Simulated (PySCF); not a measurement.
Excitations are Tamm–Dancoff values on a coarser integration grid. The basis has no diffuse functions, so Rydberg states are missing or too high.

**H9BSi3, SMILES `[SiH3]B([SiH3])[SiH3]` (charge 0, multiplicity 1)**

Method: PBE-D3(BJ)/def2-TZVP // B3LYP-D3(BJ)/def2-TZVP (PySCF 2.14.0).

```json
{
  "HOMO": "-6.84 eV",
  "dipole_moment": "0.06 D",
  "HOMO–LUMO gap": "2.79 eV",
  "LUMO": "-4.05 eV",
  "S1 excitation (TDA)": "3.05 eV",
  "S1 oscillator strength": "0.000",
  "T1 excitation (TDA)": "2.35 eV",
  "S1–T1 gap (TDA)": "0.70 eV",
  "vertical ionisation energy (Delta-SCF)": "9.42 eV",
  "total_energy": "-898.2052 Ha",
  "cost": "around 2.9 core-minutes (rough)"
}
```

```xyz
13

Si    -1.4913    -1.3067     0.3142
B      0.0022    -0.0253    -0.0521
Si     1.9046    -0.6369    -0.1567
Si    -0.4156     1.9240    -0.2209
H     -1.6644    -1.2585     1.7943
H     -2.7741    -0.8841    -0.3036
H     -1.2223    -2.7136    -0.0732
H      2.3410    -0.7072     1.2679
H      2.8053     0.3102    -0.8606
H      2.0731    -1.9847    -0.7550
H      0.6783     2.8161     0.2393
H     -1.6784     2.3444     0.4360
H     -0.5767     2.1168    -1.6916
```
Charge 0, spin multiplicity 1.
